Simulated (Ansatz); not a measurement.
A search over several starts for the lowest SCF solution of the cluster SbTe4 at the given spin, in a small basis.

```yaml
crystal:
  periodic: [false, false, false]
  atoms:
    - {symbol: Sb, position_ang: [1.879721, -0.591690, -1.461339]}
    - {symbol: Te, position_ang: [0.247307, 1.581452, -1.790408]}
    - {symbol: Te, position_ang: [-1.777848, 1.612971, 0.737417]}
    - {symbol: Te, position_ang: [-0.791734, -0.444801, 2.167702]}
    - {symbol: Te, position_ang: [0.442555, -2.157932, 0.346627]}
basis:
  gaussian: {orbitals: def2-SVP, initial_orbitals: start.molden}
magnetization: {spin_polarized: true, initial_magnetization: 3}
hamiltonian: {xc: pbe0, dispersion: d4}
output: {orbitals: {seedname: orbitals}}
```

The file start.molden holds the orbitals of an earlier run on this structure, at another level or in another basis.

```sh
$ ansatz run in.yaml --threads 4 --pin off --events-out ev --progress --plain --max-ram 8704MiB
```

Output, abridged:

```
Functional definition: PBE0
1667 factors; integrals over basis functions are off by at most 1.8e-4 eV
mean field evaluation 1: about -35713.8316 eV, gradient 4.4e0 eV
mean field evaluation 2: about -35713.9680 eV, gradient 2.4e-1 eV
mean field evaluation 4: about -35714.0770 eV, gradient 2.6e-2 eV
mean field evaluation 8: about -35714.0770 eV, gradient 2.1e-5 eV
mean field evaluation 16: about -35714.0713 eV, gradient 4.8e-1 eV
mean field evaluation 32: about -35714.0770 eV, gradient 1.1e-4 eV
mean field -35714.07696708 eV, -1312.4681206693 hartree, gradient 2.1e-5 eV, S^2 3.760817; 5 other end points of the search recorded, 0 dependent functions left out
reference -35714.07699260 eV, -1312.4681216071 hartree; 61, 58 occupied and 69, 72 virtual orbitals, 1667 factors
Total energy: -35714.49151740 eV, -1312.4833551127 hartree
```

Run time 7.5 s (4 threads of Intel Xeon 6975P-C on a shared host), peak host memory 0.76 GiB.

In the def2 sets Sb, Te take a core potential; there is no spin–orbit coupling. At PBE0-D4/def2-TZVP a doublet of charge 0 lies 1.34 eV below the quartet, each at its own geometry. The structure comes from a short search, and lower isomers may exist.
